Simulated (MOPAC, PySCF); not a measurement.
C2H6N2O, SMILES `[H]/N=C/NCO`, neutral singlet in the gas phase. 

Z-matrix (Å, degrees):
```
N
H 1 1.0076
C 1 1.3615 2 116.91
N 3 1.2810 1 121.19 2 -157.04
H 4 1.0152 3 110.73 1 -176.09
H 3 1.0963 4 125.08 5 2.93
C 1 1.4530 2 118.23 3 -151.12
H 7 1.0899 1 108.17 2 -27.46
H 7 1.0957 8 109.71 1 116.41
O 7 1.4044 8 107.53 9 120.71
H 10 0.9722 7 104.33 8 -175.51
```
Charge 0, multiplicity 1.

All levels are single points at this geometry (r2SCAN-D4/def2-TZVP); Pople sets use spherical d functions. Orbital energies aren't observables, and empty levels follow the basis.

PBE-D3(BJ)/def2-TZVP in PySCF gives HOMO (eV) = -5.88.

### Question
Estimate the HOMO (eV) from each of these levels: r2SCAN-D4/def2-TZVP in PySCF; M06-2X/6-31G* in PySCF; PBE/6-31G* in PySCF; PM3 in MOPAC; PM6 in MOPAC.

### Answer

```
level                         HOMO (eV)
----------------------------  ---------
r2SCAN-D4/def2-TZVP in PySCF      -6.14
M06-2X/6-31G* in PySCF            -8.13
PBE/6-31G* in PySCF               -5.40
PM3 in MOPAC                      -9.34
PM6 in MOPAC                      -9.80
```
